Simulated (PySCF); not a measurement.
Stepwise substitution at one centre (Si OH-SH). Isolated molecules, 0 K electronic values unless said otherwise. One relaxed conformer stands for each flexible species; it need not be the lowest. Strings in code marks are SMILES. All members: neutral, multiplicity 1. Level: ωB97X-D3(BJ)/def2-TZVP (PySCF), beside PBE-D3(BJ)/def2-TZVP // ωB97X-D3(BJ)/def2-TZVP (PySCF) at the same geometries. 

| species | HOMO–LUMO gap, PBE (eV) | HOMO–LUMO gap, ωB97X-D3(BJ) (eV) |
|---|---|---|
| `S[Si](S)(S)S` | 5.07 | 11.73 |
| `O[Si](S)(S)S` | 5.30 | 11.89 |
| `O[Si](O)(S)S` | 5.39 | 11.89 |
| `O[Si](O)(O)S` | 5.76 | withheld |
| `O[Si](O)(O)O` | 6.89 | 14.09 |

Problem. Fit y = a + b·x, y being the HOMO–LUMO gap at the first level, to the 4 complete rows by least squares, with x = the PBE value in eV. Give a, b and the rms residual, and predict the withheld value.

Solution. Means of the 4 rows: x̄ = 5.6625, ȳ = 12.4 eV. Σ(x − x̄)² = 2.0635 and Σ(x − x̄)(y − ȳ) = 2.7953, so b = 1.355 and a = ȳ − b·x̄ = 4.727 eV. The rms residual is 0.098 eV. At x = 5.76 the line gives 12.53 eV. The run for `O[Si](O)(O)S` gave 12.33 eV, so the line is off by 0.20 eV, more than twice the rms residual.

Codes: PySCF.
